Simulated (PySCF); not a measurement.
Field gradients at the hydrogen positions

C3H7FO2Si.
SMILES with atom numbers: `[O:1]=[C:2]([CH2:3][CH2:4][F:5])[O:6][SiH3:7]` (hydrogens: H8, H9 on C3; H10, H11 on C4; H12, H13, H14 on Si7)

Geometry (GFN2-xTB, Å), atoms numbered from 1 in this order:
```xyz
14
C3H7FO2Si angstrom
O     -0.4097   -1.0268    0.7359
C     -0.1916   -0.1265   -0.0294
C      1.1840    0.3125   -0.4706
C      2.2736   -0.5287    0.1779
F      3.5068   -0.1004   -0.2469
O     -1.1500    0.5955   -0.5822
Si    -2.7724    0.3425   -0.2840
H      1.3117    1.3667   -0.2127
H      1.2404    0.2358   -1.5591
H      2.1837   -1.5823   -0.1008
H      2.2563   -0.4335    1.2672
H     -3.0252    0.5463    1.1366
H     -3.2840    1.4018   -1.1408
H     -3.1242   -1.0033   -0.7184
```

Level: PBE0/pcSseg-1 (PySCF, non-relativistic); Q(2H) = 0.00286 b; rigid geometry, the same for H and D, with no vibrational averaging.

Problem. Rank these positions by the coupling χzz of a deuteron there, largest first.
A. H12 (Si–H hydrogen)
B. H9 (methylene hydrogen)
C. H10 (methylene hydrogen)

Solution. B (201 kHz), C (194 kHz), A (110 kHz).

Problem. What are Vzz, η and χzz (234.96 MHz × Q × Vzz) at all hydrogens?

Solution. 
```csv
atom,bonded to,bond length (Å),Vzz (au),η,χzz (kHz)
H8,C3,1.093,0.2995,0.03,201
H9,C3,1.093,0.2995,0.03,201
H10,C4,1.094,0.2884,0.06,194
H11,C4,1.094,0.2885,0.06,194
H12,Si7,1.457,0.1631,0.05,110
H13,Si7,1.455,0.1648,0.02,111
H14,Si7,1.457,0.1630,0.05,110
```

Problem. Average by the element that carries the hydrogen.

Solution. on C: 198 kHz over 4 positions, mean bond length 1.093 Å; on Si: 110 kHz over 3 positions, mean bond length 1.457 Å.

Problem. Give the 2H NMR doublet splittings at H13 for a magnetic field along the z, y and x axes of the gradient: 3χ/2, 3χ(1 + η)/4, 3χ(1 − η)/4.

Solution. With |χ| = 110.7 kHz and η = 0.020: 166, 85 and 81 kHz, to first order and without motion.

Geometry: GFN2-xTB, one conformer, isolated molecule. GFN2-xTB bond lengths can be off by several hundredths of an ångström, more for odd bonds, and the gradients follow them. The small basis limits the accuracy of the gradients.
